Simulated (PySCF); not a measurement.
# Ag2Se: from structure and modes to constants

Computed with PySCF, PBE0, basis Se def2-TZVP, Ag def2-TZVP with ECP28 (scalar-relativistic core potentials, no spin–orbit coupling, density fitting).

The singlet minimum has C2v symmetry. Masses (u): Se 79.91652, Ag 106.90509.

```xyz
3
charge 0 multiplicity 1, angstrom
Se    0.0000    0.0000   -1.3564
Ag    1.5311    0.0000    0.5105
Ag   -1.5311    0.0000    0.5105
```

Harmonic wavenumbers (cm⁻¹): 53.5 (a1, ×1), 211.8 (b2, ×1), 247.6 (a1, ×1).

Q: Find the principal moments of inertia and the rotational constants. What kind of rotor is it?

A: About the centre of mass I = 202.76, 501.23, 704 u Å². With B = 16.8576/I this gives 0.08314, 0.03363, 0.02395 cm⁻¹. The molecule is an asymmetric top with κ = -0.67.

Q: Find the vibrational entropy and heat capacity at 298.15 K.

A: With u = 1.43878 ω/T, each mode gives S = R[u/(eᵘ−1) − ln(1−e⁻ᵘ)] and C = R u² eᵘ/(eᵘ−1)².
```
ω (cm⁻¹)      u  S (J/(mol K))  C (J/(mol K))
    53.5  0.258          19.60           8.27
   211.8  1.022           8.48           7.63
   247.6  1.195           7.31           7.39
```
The sums over all modes are S = 35.4 and C = 23.3 J/(mol K); the softest mode gives 55 % of the entropy.

Q: Give the standard entropy (298.15 K, 1 bar) by its translational, rotational, vibrational and spin parts, and Cp.

A: Sackur–Tetrode with M = 293.73 u gives 179.7; rotation with symmetry number 2 gives 117.9; vibration 35.4; spin R ln 1 = 0.0. The total is 333.1 J/(mol K), and Cp = 4 R + 23.3 = 56.5 J/(mol K).

This need not be the most stable arrangement of these atoms.
